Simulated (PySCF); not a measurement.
These 2 structures share the formula C9H10. Method: PySCF 2.14.0, PBE0-D3(BJ)/def2-SVP geometry optimisation, gas phase. One conformer each; no zero-point energy, no entropy. No frequencies were run at this level. Point groups hold within 0.08 Å.

Problem. Order them by energy at this level, lowest first, and give relative energies in kJ/mol.
A. `[CH:1]#[C:2][C:3]#[C:4][CH2:5][C:6](=[CH2:7])[CH2:8][CH3:9]` with C4–C5–C6–C7 130°, C5–C6–C8–C9 -57°
B. `[CH2:1]=[C:2]([CH3:3])/[CH:4]=[CH:5]/[C:6]1=[CH:7][C:8]1=[CH2:9]` with C1–C2–C4–C5 180°, C4–C5–C6–C7 180°

Solution. B (0.0), A (40.8).

As drawn, the lower has a three-membered ring, which the higher lacks; the higher has a C≡C bond, which the lower lacks.

```json
{"SMILES": "C=C(C)/C=C/C1=CC1=C", "E (Eh)": "-348.17733", "E rel (kJ/mol)": "0.0", "dipole (D)": "2.66", "point group": "Cs", "A, B, C (MHz)": "3931, 751.0, 633.0"}
{"SMILES": "C#CC#CCC(=C)CC", "E (Eh)": "-348.16180", "E rel (kJ/mol)": "40.8", "dipole (D)": "0.93", "point group": "C1", "A, B, C (MHz)": "3001, 743.1, 658.0"}
```

Problem. How do the relative energies change in single points at PBE0/pcSseg-1 (no added dispersion term) on the same geometries?

Solution. 
```csv
SMILES,PBE0-D3(BJ)/def2-SVP (kJ/mol),PBE0/pcSseg-1 (kJ/mol),shift
C=C(C)/C=C/C1=CC1=C,0.0,0.0,0.0
C#CC#CCC(=C)CC,40.8,29.8,-11.0
```

Each column counts from its own lowest isomer. The order is unchanged; the largest shift is 11.0 kJ/mol.

Problem. As an exercise, what shares would exp(−E/RT) give at 2000 K from these electronic energies alone (no entropy, no degeneracies)?

Solution. RT = 16.629 kJ/mol: C=C(C)/C=C/C1=CC1=C 92.1 %, C#CC#CCC(=C)CC 7.9 %.
